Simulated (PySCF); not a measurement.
Compound: C6H10ClO (doublet state).
Cartesian coordinates in Å at the GFN2-xTB level; atoms count from 1:
```xyz
18
C6H10ClO angstrom
C      0.6761   -0.6618   -1.6791
C      0.3171   -0.2659   -0.3156
C      1.4755   -0.4664    0.6616
Cl     2.8670    0.5645    0.2422
C     -0.2426    1.1799   -0.2123
C     -1.4018    1.0775    0.7973
O     -1.4143   -0.2534    1.2793
C     -0.9090   -1.0566    0.2526
H     -0.0123   -0.4984   -2.4848
H      1.6233   -1.1127   -1.8949
H      1.8293   -1.4970    0.6348
H      1.1729   -0.2030    1.6747
H      0.5353    1.8631    0.1211
H     -0.5992    1.5177   -1.1837
H     -2.3593    1.3046    0.3096
H     -1.2810    1.7351    1.6596
H     -1.6498   -1.1970   -0.5472
H     -0.6360   -2.0238    0.6731
```

The hyperfine couplings belong to this conformer and change with its torsions.

Identity: `C1[C@]([CH2])(CCl)CCO1` [radical].

Theory: PySCF 2.14.0, UKS B3LYP, pcH-1 on C Cl H O, non-relativistic, mean-field spin-orbit, GIAO. Isolated species at its GFN2-xTB geometry (one conformer only). The geometry wasn't refined by DFT: couplings that depend on bond lengths, twists or pyramidal angles can differ widely from those at the functional's own minimum. The SCF solution wasn't tested for stability.

Question: Break the g tensor into its mass correction, gauge correction and orbital-Zeeman/spin–orbit terms.

Answer: 
| Δg (ppm) | 1 | 2 | 3 |
| --- | --- | --- | --- |
| relativistic mass correction | -149 | -149 | -149 |
| gauge correction | 16 | 34 | 30 |
| orbital Zeeman/spin–orbit | 8 | 675 | 859 |
| total | -124 | 559 | 740 |

So g = 2.00220, 2.00288, 2.00306 and g_iso = 2.00271; the tensor is rhombic: the two nearest values differ by 21 % of g3 − g1. Axes: g2 points within 13° of the C1–H9 bond.

Question: At 9.784 GHz, how far is the centre of the isotropic spectrum from where a free electron (g = 2.002319) resonates?

Answer: B = hν/(g μB) with μB/h = 13.99624 MHz/mT gives 349.12 mT for the free electron and 349.05 mT at g_iso, 0.07 mT lower.

Question: Average each term over the three axes. Which is largest in size?

Answer: The orbital-Zeeman/spin–orbit term 514, the mass correction -149 and the gauge correction 27 ppm, for a total of 392 ppm. The orbital-Zeeman/spin–orbit term is the largest in size. The mass correction is the same along every axis, so the anisotropy comes from the other two: their spans along these axes are 18 (gauge) and 851 ppm (orbital Zeeman/spin–orbit).

Question: What effective moment and Curie constant follow for a powder?

Answer: With the mean of g² = 4.0109 and S(S+1) = 0.75: μ_eff = √(⟨g²⟩S(S+1)) = 1.734 μB and χT = 0.12505·⟨g²⟩·S(S+1) = 0.376 cm³ K/mol (cgs; spin-Hamiltonian part alone).

Question: In a frozen sample, at which fields do the three g values resonate at 9.5, 34, 94 and 263 GHz (hyperfine left aside), and which band first spreads them over more than twice a line width of 0.5 mT?

Answer: 
```csv
band,GHz,B(g3) mT,B(g2) mT,B(g1) mT,spread mT
X,9.5,338.86,338.89,339.00,0.15
Q,34.0,1212.76,1212.87,1213.28,0.52
W,94.0,3352.91,3353.22,3354.36,1.45
J,263.0,9381.03,9381.87,9385.08,4.05
```

The spread grows in proportion to the frequency. W band is the first where it exceeds 1.0 mT.

Largest spin populations (Mulliken): C1 (+1.07) and C2 (-0.09). C1 is the only atom above +0.15. The angles at C1 add up to 360.0°, so it is planar; its axial dipolar tensor and the negative couplings of its protons fit spin in a p orbital normal to that plane.

The HOMO–LUMO gaps are 6.51 eV among the α and 5.34 eV among the β orbitals.
